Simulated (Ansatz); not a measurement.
Reaction (ligand exchange at the Si–N bond): `BN(C=C)[SiH2]C` + `[OH][GeH3]` → `C[SiH2][O][GeH3]` + `BNC=C`

Calculated with Ansatz (gas phase, PBE0-D4/def2-TZVP geometries, no zero-point term in ΔE). CCSD(T)/CBS is the MP2 limit (def2-TZVPP, def2-QZVPP) plus CCSD(T) − MP2 in def2-TZVPP, frozen cores. Functionals use def2-TZVPP. B3LYP here is the variant with VWN-RPA as its local correlation; programs differ in this. For Ge outer-core shells are correlated without core-valence functions, which leaves a few kJ/mol of doubt a bond. Scalar relativity is left out up to krypton. One conformer a species, not always the lowest.

`BN(C=C)[SiH2]C`:

```xyz
16

B    -0.381   -1.575   -1.562
N     0.176   -0.630   -0.681
C     1.031    0.365   -1.180
C     1.648    1.309   -0.477
Si   -0.240   -0.658    1.042
C    -1.355    0.766    1.488
H    -1.113   -2.416   -1.134
H    -0.109   -1.511   -2.727
H     1.169    0.311   -2.256
H     2.287    2.020   -0.983
H     1.558    1.405    0.599
H     1.018   -0.602    1.832
H    -0.913   -1.954    1.284
H    -2.302    0.692    0.948
H    -1.574    0.751    2.559
H    -0.900    1.728    1.247
```

`[OH][GeH3]`:

```xyz
6

O     0.319    1.275    0.394
Ge   -0.102   -0.318   -0.287
H     0.430    1.252    1.347
H    -0.230   -0.064   -1.791
H    -1.431   -0.812    0.317
H     1.015   -1.333    0.021
```

`C[SiH2][O][GeH3]`:

```xyz
12

C    -2.050    0.710   -0.589
Si   -0.729   -0.454    0.003
O     0.705    0.337    0.025
Ge    2.359   -0.126    0.469
H    -2.130    1.574    0.074
H    -3.019    0.205   -0.612
H    -1.827    1.069   -1.596
H    -0.641   -1.642   -0.897
H    -1.053   -0.956    1.371
H     3.212    1.128    0.249
H     2.807   -1.282   -0.442
H     2.366   -0.562    1.944
```

`BNC=C`:

Cartesian coordinates in Å:
```
B -0.635 1.499 -0.910
N -0.236 0.198 -0.603
C 0.252 -0.247 0.621
C 0.627 -1.493 0.888
H -0.562 2.336 -0.059
H -1.035 1.729 -2.012
H -0.291 -0.521 -1.310
H 0.307 0.534 1.372
H 0.577 -2.280 0.144
H 0.996 -1.754 1.870
```

```json
{"level": "PBE-D4", "ΔE (kJ/mol)": "-68.6"}
{"level": "r2SCAN0-D4", "ΔE (kJ/mol)": "-77.6"}
{"level": "PBE", "ΔE (kJ/mol)": "-74.9"}
{"level": "BLYP", "ΔE (kJ/mol)": "-86.3"}
{"level": "r2SCAN", "ΔE (kJ/mol)": "-79.2"}
{"level": "B3LYP", "ΔE (kJ/mol)": "-86.6"}
{"level": "MP2/def2-SVP", "ΔE (kJ/mol)": "-75.7"}
{"level": "HF/CBS(def2)", "ΔE (kJ/mol)": "-99.2"}
```

(1) What does CCSD(T)/CBS give? (An estimate is asked.)

Largest T1 diagnostic among the species: 0.013.

Answers

(1) Ansatz gave: -71.9 kJ/mol. The listed levels differ from it by 3.3, -5.7, -3.0, -14.4, -7.3, -14.7, -3.8, -27.3 kJ/mol.

In def2-TZVPP, CCSD(T) changes the Hartree–Fock value by +26.0 kJ/mol (the triples alone add +4.0 kJ/mol) and MP2 by +28.4 kJ/mol. Leaving LDA and LC-ωPBE aside and taking each functional with its dispersion term where it has one, the values, not all of them listed here, spread over 18.2 kJ/mol, from BHLYP-D4 to revPBE-D4. LDA lies +7.4 kJ/mol from PBE without D4.

CCSD(T)/CBS has its own doubt, a few kJ/mol and more with outer-core shells, so smaller differences from it don't rank the levels.
